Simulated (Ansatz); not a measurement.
Input and output for C₂H₆GaNO₃, SMILES `CC#[N+][Ga-]([OH])([OH])[OH]`.

```yaml
crystal:
  periodic: [false, false, false]
  atoms:
    - {symbol: C, position_ang: [1.310621, -0.839223, 2.426550]}
    - {symbol: C, position_ang: [0.706226, -0.657964, 1.436071]}
    - {symbol: N, position_ang: [0.043636, 0.034271, 0.288964]}
    - {symbol: Ga, position_ang: [-0.754110, 0.589889, -1.578081]}
    - {symbol: O, position_ang: [0.492455, -0.253496, -2.545281]}
    - {symbol: O, position_ang: [-0.470725, 2.198523, -1.218890]}
    - {symbol: O, position_ang: [-2.298358, -0.190754, -1.263160]}
    - {symbol: H, position_ang: [0.399988, -1.607110, 2.999859]}
    - {symbol: H, position_ang: [2.134517, -1.326624, 2.358313]}
    - {symbol: H, position_ang: [1.281667, -0.019434, 3.388025]}
    - {symbol: H, position_ang: [1.178357, 0.404911, -3.237070]}
    - {symbol: H, position_ang: [-1.314942, 2.649519, -1.271037]}
    - {symbol: H, position_ang: [-2.426204, -1.043128, -1.859915]}
basis:
  gaussian: {orbitals: STO-3G, point_charges: [{charge: 2.00, position_ang: [5.514, -0.112, -0.661]}]}
hamiltonian: {xc: {name: revPBE}}
scf: {lower_state_search: light}
output: {forces: true}
```

```sh
$ ansatz run in.yaml --threads 4 --pin off --events-out ev --progress --plain --max-ram 11315MiB
```

Shortened log:

```
Functional definition: revPBE
695 factors; integrals over basis functions are off by at most 1.0e-4 eV
mean field evaluation 1: about -60090.0013 eV, gradient 3.7e2 eV
mean field evaluation 2: about -60340.5519 eV, gradient 1.3e2 eV
mean field evaluation 4: about -59906.2127 eV, gradient 2.2e2 eV
mean field evaluation 8: about -60426.6762 eV, gradient 2.7e2 eV
mean field evaluation 16: about -61400.6131 eV, gradient 9.7e1 eV
mean field evaluation 32: about -61383.1443 eV, gradient 9.0e1 eV
mean field evaluation 64: about -61403.0377 eV, gradient 5.9e1 eV
mean field -61421.38597450 eV, -2257.1943016521 hartree, gradient 1.7e-5 eV, S^2 0.000000; 6 other end points of the search recorded, 0 dependent functions left out
reference -61421.38601346 eV, -2257.1943030839 hartree; 40, 40 occupied and 14, 14 virtual orbitals, 695 factors
Total energy: -61421.38601346 eV, -2257.1943030839 hartree
Atom 0 at     1.310621    -0.839223     2.426550 Å, force     0.225019    -0.516192    23.748715 eV/Å
Atom 1 at     0.706226    -0.657964     1.436071 Å, force   -16.874229    10.817314   -30.570813 eV/Å
Atom 2 at     0.043636     0.034271     0.288964 Å, force     5.234501    -5.369447     8.795646 eV/Å
Atom 3 at    -0.754110     0.589889    -1.578081 Å, force    -0.140523    -0.579526    -0.021997 eV/Å
Atom 4 at     0.492455    -0.253496    -2.545281 Å, force     2.040985     1.824043    -1.615599 eV/Å
Atom 5 at    -0.470725     2.198523    -1.218890 Å, force     2.686449    -2.462424    -0.333476 eV/Å
Atom 6 at    -2.298358    -0.190754    -1.263160 Å, force     0.906047    -0.054130    -0.669490 eV/Å
Atom 7 at     0.399988    -1.607110     2.999859 Å, force     2.908854     1.022282    -0.404001 eV/Å
Atom 8 at     2.134517    -1.326624     2.358313 Å, force     7.915972    -4.498564     0.541433 eV/Å
Atom 9 at     1.281667    -0.019434     3.388025 Å, force     0.736127    -1.465780    -2.342914 eV/Å
Atom 10 at     1.178357     0.404911    -3.237070 Å, force    -2.834376    -1.660614     2.584544 eV/Å
Atom 11 at    -1.314942     2.649519    -1.271037 Å, force    -2.968891     2.161844    -0.054943 eV/Å
Atom 12 at    -2.426204    -1.043128    -1.859915 Å, force     0.295997     0.762655     0.381370 eV/Å
Dipole moment:    -0.240893    -0.100546     0.260976 e Å
```

Hardware: 4 threads of an Arm Neoverse V1 on a shared host. Wall time 3.3 s, peak host memory 0.67 GiB.
